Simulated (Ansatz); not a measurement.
A short molecular-dynamics run on C₂H₆SZn (`C[CH2][Zn][SH]`).

```yaml
crystal:
  periodic: [false, false, false]
  atoms:
    - {symbol: C, position_ang: [-1.195608, 0.761908, 0.376452]}
    - {symbol: C, position_ang: [-0.192648, -0.273701, 0.880600]}
    - {symbol: Zn, position_ang: [1.199448, -0.758463, -0.393735]}
    - {symbol: S, position_ang: [2.765037, -1.314972, -1.805046]}
    - {symbol: H, position_ang: [-1.731261, 0.415656, -0.511200]}
    - {symbol: H, position_ang: [-1.950394, 0.991458, 1.136027]}
    - {symbol: H, position_ang: [-0.712205, 1.705796, 0.111600]}
    - {symbol: H, position_ang: [0.304522, 0.087692, 1.786563]}
    - {symbol: H, position_ang: [-0.709150, -1.195509, 1.167083]}
    - {symbol: H, position_ang: [2.305360, -0.470966, -2.745643]}
basis:
  gaussian: {orbitals: "6-31G*"}
hamiltonian: {xc: {name: revPBE}, dispersion: d3bj}
md: {timestep: 0.5 fs, n_steps: 20, ensemble: nve, temperature: 1500, initial_velocities: maxwell_boltzmann, seed: 327}
```

```sh
$ ansatz run in.yaml --threads 2 --pin off --events-out ev --progress --plain --max-ram 32768MiB --backend cpu
```

```json
{"step": "0", "time (fs)": "0.0", "potential energy (eV)": "-61412.9253", "kinetic (eV)": "1.5511", "T (K)": "1500", "conserved (eV)": "-61411.3742"}
{"step": "1", "time (fs)": "0.5", "potential energy (eV)": "-61412.8928", "kinetic (eV)": "1.5196", "T (K)": "1470", "conserved (eV)": "-61411.3732"}
{"step": "2", "time (fs)": "1.0", "potential energy (eV)": "-61412.8064", "kinetic (eV)": "1.4351", "T (K)": "1388", "conserved (eV)": "-61411.3713"}
{"step": "3", "time (fs)": "1.5", "potential energy (eV)": "-61412.6950", "kinetic (eV)": "1.3259", "T (K)": "1282", "conserved (eV)": "-61411.3691"}
{"step": "4", "time (fs)": "2.0", "potential energy (eV)": "-61412.5911", "kinetic (eV)": "1.2235", "T (K)": "1183", "conserved (eV)": "-61411.3676"}
{"step": "5", "time (fs)": "2.5", "potential energy (eV)": "-61412.5182", "kinetic (eV)": "1.1511", "T (K)": "1113", "conserved (eV)": "-61411.3671"}
{"step": "6", "time (fs)": "3.0", "potential energy (eV)": "-61412.4842", "kinetic (eV)": "1.1166", "T (K)": "1080", "conserved (eV)": "-61411.3676"}
{"step": "7", "time (fs)": "3.5", "potential energy (eV)": "-61412.4821", "kinetic (eV)": "1.1136", "T (K)": "1077", "conserved (eV)": "-61411.3685"}
{"step": "8", "time (fs)": "4.0", "potential energy (eV)": "-61412.4981", "kinetic (eV)": "1.1288", "T (K)": "1092", "conserved (eV)": "-61411.3693"}
{"step": "9", "time (fs)": "4.5", "potential energy (eV)": "-61412.5186", "kinetic (eV)": "1.1488", "T (K)": "1111", "conserved (eV)": "-61411.3699"}
{"step": "10", "time (fs)": "5.0", "potential energy (eV)": "-61412.5349", "kinetic (eV)": "1.1647", "T (K)": "1126", "conserved (eV)": "-61411.3701"}
{"step": "11", "time (fs)": "5.5", "potential energy (eV)": "-61412.5420", "kinetic (eV)": "1.1718", "T (K)": "1133", "conserved (eV)": "-61411.3703"}
{"step": "12", "time (fs)": "6.0", "potential energy (eV)": "-61412.5374", "kinetic (eV)": "1.1669", "T (K)": "1128", "conserved (eV)": "-61411.3705"}
{"step": "13", "time (fs)": "6.5", "potential energy (eV)": "-61412.5186", "kinetic (eV)": "1.1480", "T (K)": "1110", "conserved (eV)": "-61411.3706"}
{"step": "14", "time (fs)": "7.0", "potential energy (eV)": "-61412.4849", "kinetic (eV)": "1.1145", "T (K)": "1078", "conserved (eV)": "-61411.3704"}
{"step": "15", "time (fs)": "7.5", "potential energy (eV)": "-61412.4402", "kinetic (eV)": "1.0704", "T (K)": "1035", "conserved (eV)": "-61411.3698"}
{"step": "16", "time (fs)": "8.0", "potential energy (eV)": "-61412.3958", "kinetic (eV)": "1.0272", "T (K)": "993", "conserved (eV)": "-61411.3686"}
{"step": "17", "time (fs)": "8.5", "potential energy (eV)": "-61412.3697", "kinetic (eV)": "1.0021", "T (K)": "969", "conserved (eV)": "-61411.3676"}
{"step": "18", "time (fs)": "9.0", "potential energy (eV)": "-61412.3774", "kinetic (eV)": "1.0100", "T (K)": "977", "conserved (eV)": "-61411.3674"}
{"step": "19", "time (fs)": "9.5", "potential energy (eV)": "-61412.4211", "kinetic (eV)": "1.0526", "T (K)": "1018", "conserved (eV)": "-61411.3685"}
{"step": "20", "time (fs)": "10.0", "potential energy (eV)": "-61412.4843", "kinetic (eV)": "1.1139", "T (K)": "1077", "conserved (eV)": "-61411.3704"}
```

Velocities are drawn at the set temperature; a run this short doesn't reach equilibrium.

Frames (Å, forces in eV/Å):

```xyz
10
time=0.0 fs
C    -1.196    0.762    0.376    0.063   -0.037   -0.027
C    -0.193   -0.274    0.881    0.673   -0.258   -0.567
Zn    1.199   -0.758   -0.394   -0.369    0.131    0.331
S     2.765   -1.315   -1.805    0.108   -0.250    0.323
H    -1.731    0.416   -0.511   -0.200   -0.123   -0.312
H    -1.950    0.991    1.136   -0.265    0.079    0.269
H    -0.712    1.706    0.112    0.167    0.341   -0.088
H     0.305    0.088    1.787    0.135    0.142    0.329
H    -0.709   -1.196    1.167   -0.212   -0.297    0.117
H     2.305   -0.471   -2.746   -0.101    0.271   -0.378
10
time=0.5 fs
C    -1.204    0.761    0.377    1.068    0.731   -0.556
C    -0.198   -0.267    0.885    0.281   -0.881   -0.924
Zn    1.203   -0.760   -0.392   -0.456    0.162    0.392
S     2.764   -1.316   -1.810   -0.056    0.038    0.014
H    -1.718    0.439   -0.521   -0.312   -0.298   -0.578
H    -1.963    0.977    1.108   -0.683    0.266    0.761
H    -0.699    1.727    0.110   -0.270   -0.362    0.201
H     0.287    0.084    1.782    0.367    0.340    0.754
H    -0.726   -1.198    1.174    0.010    0.020   -0.013
H     2.303   -0.447   -2.753    0.052   -0.016   -0.050
10
time=1.0 fs
C    -1.211    0.761    0.377    1.949    1.321   -1.039
C    -0.204   -0.261    0.889   -0.083   -1.443   -1.262
Zn    1.206   -0.761   -0.390   -0.537    0.193    0.448
S     2.764   -1.316   -1.814   -0.205    0.311   -0.261
H    -1.706    0.461   -0.532   -0.378   -0.437   -0.784
H    -1.977    0.963    1.081   -1.088    0.432    1.203
H    -0.686    1.748    0.109   -0.639   -0.912    0.437
H     0.271    0.082    1.780    0.578    0.518    1.146
H    -0.742   -1.201    1.182    0.216    0.305   -0.132
H     2.302   -0.422   -2.760    0.188   -0.287    0.244
10
time=1.5 fs
C    -1.219    0.760    0.377    2.614    1.753   -1.440
C    -0.209   -0.255    0.892   -0.376   -1.906   -1.525
Zn    1.209   -0.763   -0.387   -0.611    0.223    0.499
S     2.763   -1.317   -1.819   -0.333    0.554   -0.492
H    -1.695    0.482   -0.545   -0.391   -0.535   -0.899
H    -1.993    0.950    1.057   -1.404    0.556    1.525
H    -0.675    1.766    0.109   -0.932   -1.310    0.623
H     0.256    0.081    1.780    0.735    0.654    1.447
H    -0.758   -1.202    1.189    0.396    0.542   -0.233
H     2.300   -0.399   -2.767    0.302   -0.530    0.494
10
time=2.0 fs
C    -1.225    0.760    0.377    2.990    2.064   -1.727
C    -0.215   -0.250    0.896   -0.564   -2.243   -1.659
Zn    1.212   -0.764   -0.385   -0.679    0.252    0.545
S     2.763   -1.318   -1.823   -0.437    0.761   -0.673
H    -1.684    0.502   -0.560   -0.352   -0.593   -0.900
H    -2.013    0.938    1.037   -1.554    0.621    1.671
H    -0.666    1.781    0.110   -1.153   -1.577    0.762
H     0.242    0.081    1.784    0.813    0.730    1.600
H    -0.773   -1.203    1.195    0.542    0.721   -0.314
H     2.300   -0.376   -2.772    0.393   -0.735    0.695
10
time=2.5 fs
C    -1.232    0.761    0.376    3.046    2.290   -1.888
C    -0.220   -0.245    0.899   -0.631   -2.444   -1.630
Zn    1.215   -0.766   -0.383   -0.740    0.279    0.588
S     2.762   -1.318   -1.828   -0.518    0.928   -0.805
H    -1.675    0.521   -0.577   -0.272   -0.617   -0.788
H    -2.036    0.928    1.021   -1.489    0.623    1.617
H    -0.659    1.793    0.113   -1.311   -1.735    0.861
H     0.231    0.084    1.792    0.800    0.736    1.573
H    -0.786   -1.202    1.201    0.654    0.841   -0.374
H     2.300   -0.356   -2.776    0.461   -0.900    0.847
10
time=3.0 fs
C    -1.237    0.762    0.376    2.805    2.450   -1.936
C    -0.226   -0.240    0.901   -0.579   -2.514   -1.440
Zn    1.218   -0.767   -0.381   -0.795    0.305    0.627
S     2.761   -1.319   -1.833   -0.578    1.055   -0.891
H    -1.666    0.538   -0.597   -0.166   -0.618   -0.577
H    -2.064    0.919    1.009   -1.210    0.574    1.387
H    -0.656    1.800    0.118   -1.413   -1.803    0.926
H     0.221    0.087    1.803    0.700    0.674    1.366
H    -0.798   -1.198    1.206    0.730    0.901   -0.413
H     2.302   -0.337   -2.778    0.506   -1.025    0.951
10
time=3.5 fs
C    -1.242    0.763    0.374    2.341    2.547   -1.901
C    -0.232   -0.236    0.904   -0.431   -2.470   -1.123
Zn    1.221   -0.768   -0.379   -0.844    0.329    0.663
S     2.761   -1.319   -1.838   -0.617    1.142   -0.933
H    -1.658    0.554   -0.617   -0.053   -0.605   -0.298
H    -2.094    0.912    1.000   -0.766    0.493    1.037
H    -0.656    1.803    0.126   -1.464   -1.791    0.960
H     0.213    0.093    1.817    0.534    0.561    1.015
H    -0.809   -1.193    1.210    0.769    0.902   -0.432
H     2.304   -0.321   -2.778    0.531   -1.109    1.012
10
time=4.0 fs
C    -1.247    0.765    0.373    1.749    2.572   -1.820
C    -0.238   -0.233    0.906   -0.218   -2.331   -0.735
Zn    1.223   -0.770   -0.377   -0.888    0.352    0.696
S     2.760   -1.319   -1.842   -0.638    1.190   -0.934
H    -1.649    0.568   -0.639    0.051   -0.587    0.015
H    -2.125    0.906    0.994   -0.235    0.399    0.636
H    -0.660    1.801    0.135   -1.467   -1.704    0.966
H     0.207    0.100    1.835    0.333    0.415    0.576
H    -0.817   -1.185    1.212    0.773    0.847   -0.431
H     2.308   -0.308   -2.775    0.538   -1.153    1.032
10
time=4.5 fs
C    -1.251    0.768    0.370    1.115    2.507   -1.720
C    -0.244   -0.230    0.908    0.030   -2.118   -0.338
Zn    1.226   -0.771   -0.374   -0.927    0.372    0.726
S     2.759   -1.320   -1.847   -0.641    1.198   -0.898
H    -1.641    0.581   -0.660    0.137   -0.568    0.330
H    -2.158    0.901    0.989    0.309    0.307    0.243
H    -0.667    1.796    0.147   -1.418   -1.536    0.944
H     0.201    0.108    1.853    0.127    0.259    0.109
H    -0.824   -1.176    1.214    0.740    0.734   -0.409
H     2.313   -0.297   -2.769    0.527   -1.157    1.013
10
time=5.0 fs
C    -1.255    0.771    0.368    0.494    2.333   -1.610
C    -0.250   -0.227    0.910    0.293   -1.845    0.019
Zn    1.229   -0.773   -0.372   -0.962    0.391    0.753
S     2.758   -1.320   -1.852   -0.627    1.165   -0.824
H    -1.632    0.592   -0.680    0.200   -0.550    0.619
H    -2.189    0.897    0.985    0.808    0.227   -0.104
H    -0.678    1.787    0.162   -1.311   -1.276    0.896
H     0.196    0.116    1.872   -0.063    0.109   -0.337
H    -0.829   -1.165    1.215    0.670    0.564   -0.367
H     2.320   -0.290   -2.762    0.499   -1.118    0.955
10
time=5.5 fs
C    -1.259    0.774    0.365   -0.087    2.026   -1.492
C    -0.256   -0.225    0.912    0.555   -1.521    0.302
Zn    1.232   -0.774   -0.370   -0.994    0.408    0.778
S     2.757   -1.320   -1.857   -0.597    1.088   -0.712
H    -1.623    0.602   -0.699    0.237   -0.533    0.865
H    -2.219    0.893    0.981    1.229    0.160   -0.387
H    -0.692    1.775    0.178   -1.136   -0.905    0.820
H     0.190    0.125    1.890   -0.223   -0.025   -0.728
H    -0.832   -1.152    1.215    0.562    0.338   -0.305
H     2.328   -0.284   -2.752    0.454   -1.035    0.860
10
time=6.0 fs
C    -1.263    0.778    0.362   -0.627    1.568   -1.360
C    -0.262   -0.223    0.914    0.810   -1.156    0.494
Zn    1.235   -0.775   -0.367   -1.022    0.423    0.800
S     2.756   -1.320   -1.863   -0.550    0.963   -0.562
H    -1.613    0.611   -0.716    0.253   -0.515    1.057
H    -2.246    0.889    0.975    1.558    0.106   -0.601
H    -0.708    1.760    0.196   -0.886   -0.410    0.719
H     0.184    0.134    1.906   -0.346   -0.137   -1.048
H    -0.834   -1.138    1.214    0.417    0.061   -0.223
H     2.336   -0.282   -2.740    0.392   -0.903    0.725
10
time=6.5 fs
C    -1.267    0.782    0.359   -1.132    0.950   -1.214
C    -0.268   -0.221    0.916    1.054   -0.759    0.592
Zn    1.237   -0.777   -0.365   -1.047    0.437    0.819
S     2.755   -1.320   -1.868   -0.485    0.787   -0.374
H    -1.602    0.619   -0.730    0.249   -0.493    1.190
H    -2.269    0.886    0.968    1.793    0.061   -0.750
H    -0.727    1.745    0.217   -0.556    0.219    0.600
H     0.177    0.142    1.919   -0.431   -0.226   -1.288
H    -0.835   -1.125    1.213    0.242   -0.256   -0.127
H     2.346   -0.281   -2.726    0.313   -0.720    0.552
10
time=7.0 fs
C    -1.271    0.787    0.355   -1.598    0.192   -1.058
C    -0.273   -0.219    0.918    1.279   -0.350    0.605
Zn    1.240   -0.778   -0.363   -1.071    0.449    0.836
S     2.754   -1.319   -1.873   -0.404    0.556   -0.149
H    -1.591    0.625   -0.742    0.230   -0.465    1.261
H    -2.288    0.883    0.960    1.937    0.023   -0.840
H    -0.747    1.730    0.238   -0.158    0.961    0.476
H     0.169    0.150    1.930   -0.480   -0.290   -1.450
H    -0.835   -1.112    1.211    0.048   -0.595   -0.023
H     2.356   -0.283   -2.711    0.218   -0.482    0.341
10
time=7.5 fs
C    -1.276    0.791    0.352   -1.998   -0.642   -0.904
C    -0.278   -0.218    0.921    1.471    0.044    0.544
Zn    1.243   -0.779   -0.360   -1.092    0.460    0.851
S     2.753   -1.319   -1.878   -0.309    0.274    0.110
H    -1.580    0.630   -0.750    0.199   -0.429    1.271
H    -2.302    0.880    0.949    1.994   -0.011   -0.876
H    -0.767    1.718    0.261    0.271    1.754    0.363
H     0.160    0.157    1.937   -0.495   -0.332   -1.534
H    -0.835   -1.100    1.209   -0.149   -0.926    0.079
H     2.367   -0.285   -2.695    0.109   -0.191    0.097
10
time=8.0 fs
C    -1.281    0.795    0.348   -2.273   -1.433   -0.767
C    -0.283   -0.216    0.923    1.611    0.383    0.425
Zn    1.245   -0.780   -0.358   -1.111    0.471    0.863
S     2.752   -1.319   -1.883   -0.204   -0.054    0.392
H    -1.568    0.635   -0.756    0.159   -0.387    1.218
H    -2.311    0.877    0.936    1.965   -0.043   -0.861
H    -0.787    1.709    0.284    0.666    2.482    0.278
H     0.149    0.163    1.940   -0.478   -0.350   -1.544
H    -0.836   -1.091    1.208   -0.325   -1.214    0.168
H     2.379   -0.288   -2.678   -0.010    0.144   -0.171
10
time=8.5 fs
C    -1.286    0.799    0.344   -2.341   -2.021   -0.651
C    -0.288   -0.215    0.926    1.677    0.627    0.262
Zn    1.248   -0.782   -0.355   -1.129    0.481    0.872
S     2.751   -1.319   -1.888   -0.097   -0.408    0.682
H    -1.555    0.638   -0.758    0.111   -0.338    1.102
H    -2.316    0.874    0.921    1.847   -0.076   -0.797
H    -0.805    1.707    0.309    0.947    2.991    0.228
H     0.138    0.169    1.940   -0.430   -0.345   -1.479
H    -0.837   -1.084    1.207   -0.454   -1.418    0.229
H     2.390   -0.290   -2.663   -0.132    0.506   -0.447
10
time=9.0 fs
C    -1.292    0.803    0.339   -2.130   -2.265   -0.543
C    -0.292   -0.213    0.928    1.649    0.740    0.063
Zn    1.251   -0.783   -0.353   -1.145    0.492    0.878
S     2.750   -1.319   -1.894    0.002   -0.762    0.958
H    -1.543    0.641   -0.758    0.057   -0.286    0.919
H    -2.316    0.870    0.905    1.632   -0.110   -0.683
H    -0.821    1.712    0.333    1.045    3.146    0.198
H     0.126    0.173    1.936   -0.351   -0.315   -1.337
H    -0.840   -1.081    1.206   -0.516   -1.506    0.254
H     2.401   -0.292   -2.648   -0.245    0.866   -0.708
10
time=9.5 fs
C    -1.298    0.806    0.335   -1.615   -2.108   -0.418
C    -0.296   -0.211    0.931    1.516    0.702   -0.169
Zn    1.253   -0.784   -0.350   -1.159    0.503    0.881
S     2.749   -1.318   -1.899    0.081   -1.078    1.192
H    -1.530    0.642   -0.756   -0.001   -0.232    0.671
H    -2.313    0.867    0.886    1.313   -0.143   -0.516
H    -0.834    1.724    0.359    0.944    2.891    0.160
H     0.112    0.177    1.929   -0.242   -0.258   -1.115
H    -0.843   -1.082    1.206   -0.500   -1.464    0.239
H     2.411   -0.291   -2.635   -0.337    1.188   -0.926
10
time=10.0 fs
C    -1.305    0.809    0.331   -0.833   -1.609   -0.252
C    -0.300   -0.209    0.934    1.283    0.516   -0.440
Zn    1.255   -0.785   -0.348   -1.173    0.514    0.882
S     2.748   -1.318   -1.904    0.129   -1.313    1.357
H    -1.517    0.644   -0.752   -0.060   -0.181    0.364
H    -2.306    0.863    0.867    0.883   -0.175   -0.294
H    -0.845    1.744    0.384    0.683    2.288    0.084
H     0.098    0.181    1.920   -0.103   -0.173   -0.813
H    -0.848   -1.086    1.207   -0.411   -1.295    0.188
H     2.421   -0.287   -2.624   -0.398    1.428   -1.075
```

Run time 62 s (2 threads of a server CPU on a shared host); peak host memory 0.37 GiB.
